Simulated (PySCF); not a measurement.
HFOSi, SMILES [Si](O)F (PBE0/def2-SVP optimised geometry):

```
4

Si    -0.675    -1.120     0.000
F      0.970    -1.120     0.000
O     -0.970     0.509     0.000
H     -0.220     1.120     0.001
```

Level of theory: PBE0/def2-TZVP run with PySCF.

### Question
What are the frontier orbital energies and the dipole moment?

### Answer
HOMO-2 -10.68 eV, HOMO-1 -10.35 eV, HOMO -7.88 eV, LUMO -1.67 eV, LUMO+1 0.39 eV; dipole moment 0.80 D.

On the same geometry PBE/def2-TZVP in PySCF 2.14.0 gives HOMO-2 -8.83 eV, HOMO-1 -8.65 eV, HOMO -6.69 eV, LUMO -2.49 eV, LUMO+1 -0.47 eV; dipole moment 0.85 D.

Meta-Löwdin charges at PBE0/def2-TZVP: Si1 0.86, F2 -0.50, O3 -0.71, H4 0.35.
